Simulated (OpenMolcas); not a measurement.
Nb2+ (d3) among equal point charges was computed by CASSCF with the d shell active (OpenMolcas, ANO-RCC-VDZP on the metal). Its lowest spin-free states, and all those of the highest spin:

| 2S+1 | Degeneracy | E (cm-1) |
| --- | --- | --- |
| 4 | 3 | 0.0 |
| 2 | 2 | 2975 |
| 4 | 3 | 8487 |
| 2 | 3 | 10736 |
| 2 | 3 | 10961 |
| 2 | 3 | 14294 |
| 4 | 3 | 17303 |
| 4 | 1 | 18851 |
| 2 | 3 | 19073 |
| 2 | 1 | 19461 |
| 2 | 3 | 21771 |
| 2 | 2 | 23374 |

Q: Is the site octahedral, tetrahedral or cube-like, axial, or of lower symmetry?

A: The states with 2S+1 = 4 have orbital degeneracies 3, 3, 3, 1. Threefold states need a cubic site. For d3 at this spin an octahedron puts the single A2 below the threefold T2 and a tetrahedron or cube puts the threefold T1 below the threefold T2, so the site is a tetrahedron or a cube, which this pattern cannot tell apart. The run had Nb2+ among 8 point charges of -1.2 e arranged as a cube (Oh), 2.21 Å from the ion.

An orbital triplet at a regular site is open to Jahn-Teller coupling, which can distort the site and quench the lowest spin-orbit gaps and is left out. Without dynamic correlation the repulsion within the d shell is too large (B by tens of per cent), so at a given field states of lower spin stand too high. This shell can be high or low spin here, a state of another spin lies low, and with metal d orbitals alone active their balance is uncertain, so the ground spin may be wrong. Point charges give a weaker field than real ligands, and real ions of this kind are as a rule low spin; the high spin found here belongs to the model. This is an electrostatic model: the charges have no orbitals. No measured value stands beside these numbers.
